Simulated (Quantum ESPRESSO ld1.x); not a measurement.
Results of a calculation; reference values are marked as such.
Q: The aim is neutral barium in [Xe] 6s2. This ld1.x (Quantum ESPRESSO 7.5) run was made with `OMP_NUM_THREADS=1 ld1.x < ld1.in > ld1.out`. Can the result be used? Name any fault.

```
 &input
    zed=56.0,
    iswitch=1,
    rel=1,
    dft='PW',
    config='[Xe] 6s2 8s1',
    prefix='ld1',
    max_out_wfc=37,
    file_charge='ld1.rho',
 /
```

Output (excerpt):

```
     Program LD1 v.7.5 starts

 %%%%%%%%%%%%%%%%%%%%%%%%%%%%%%%%%%%%%%%%%%%%%%%%%%%%%%%%%%%%%%%%%%%%%%%%%%%%%%
     Error in routine el_config (13):
     wrong main quantum number
 %%%%%%%%%%%%%%%%%%%%%%%%%%%%%%%%%%%%%%%%%%%%%%%%%%%%%%%%%%%%%%%%%%%%%%%%%%%%%%

     stopping ...
```

A: No (refused). The line at issue: config='[Xe] 6s2 8s1'. The program stops in el_config with "wrong main quantum number": the config string takes n from 1 to 7 alone. The sound input gives -8129.311 hartree.
